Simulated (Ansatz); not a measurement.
One change: `N#CC(F)F` becomes `F[CH](F)[SnH2][SH]`.

Ansatz, PBE0-D4/def2-TZVP geometries, multiplicity 1. Each molecule was computed in one conformer, which needn't be the lowest.

Elements past krypton have def2 core potentials.

```json
{"property": "HOMO energy (ωB97M-V/def2-TZVPP) / eV", "`N#CC(F)F`": "-13.06"}
{"property": "LUMO energy (PBE/def2-TZVPP) / eV", "`N#CC(F)F`": "-1.81"}
{"property": "LUMO energy (ωB97M-V/def2-TZVPP) / eV", "`N#CC(F)F`": "1.61"}
{"property": "size of the dipole moment (PBE/def2-TZVPP) / D", "`N#CC(F)F`": "2.41"}
{"property": "HOMO–LUMO gap (B3LYP/def2-TZVPP) / eV", "`N#CC(F)F`": "9.48"}
{"property": "HOMO–LUMO gap (PBE0/def2-TZVPP) / eV", "`N#CC(F)F`": "10.02"}
```

(1) Give the same properties after the change, and the shifts. (An estimate is asked.)

Results:

(1) Ansatz gave: 
```tsv
property	`F[CH](F)[SnH2][SH]`	shift
HOMO energy (ωB97M-V/def2-TZVPP) / eV	-9.57	3.49
LUMO energy (PBE/def2-TZVPP) / eV	-1.55	0.26
LUMO energy (ωB97M-V/def2-TZVPP) / eV	0.89	-0.72
size of the dipole moment (PBE/def2-TZVPP) / D	2.22	-0.19
HOMO–LUMO gap (B3LYP/def2-TZVPP) / eV	6.14	-3.34
HOMO–LUMO gap (PBE0/def2-TZVPP) / eV	6.66	-3.36
```

Dipoles are sizes alone; their direction can turn.

B3LYP here is the variant with VWN-RPA as its local correlation; programs differ in this.
